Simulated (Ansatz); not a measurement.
Wavefunction ladder for C2H7BO2Si, SMILES `CB(O)[SiH]1CO1`

Z-matrix (Å, degrees):
```
C
B 1 1.559
H 1 1.092 2 112.8
H 1 1.097 2 109.8 3 -121.0
H 1 1.095 2 110.9 3 123.0
O 2 1.357 1 118.9 3 6.3
Si 2 2.029 1 120.1 3 -174.7
H 6 0.961 2 115.0 1 -179.6
C 7 1.821 2 122.5 1 -28.9
O 7 1.680 2 117.1 1 27.7
H 7 1.492 2 117.7 1 169.9
H 9 1.089 7 121.9 2 -1.6
H 9 1.089 7 120.8 2 -159.5
```

Total charge 0; spin multiplicity 1. The structure was optimised at the PBE0-D4/def2-TZVP level. It is one conformer, not always the lowest. Frozen core, restricted reference, Ansatz 0.2.0. CBS rows extrapolate triple and quadruple zeta; past MP2 they add the triple-zeta difference.

| basis | HF (Eh) | MP2 corr. |
| --- | --- | --- |
| def2-SVP | -542.88666 | -0.82729 |
| def2-TZVPP | -543.29865 | -1.03378 |
| def2-QZVPP | -543.31979 | -1.10909 |

Estimate the CCSD correlation energy and the (T) correction in each basis where they were run (hartree).


```
     basis  CCSD corr.       (T)
  def2-SVP    -0.88129  -0.02635
def2-TZVPP    -1.07553  -0.04424
 CBS(def2)    -1.20663     as TZ
```
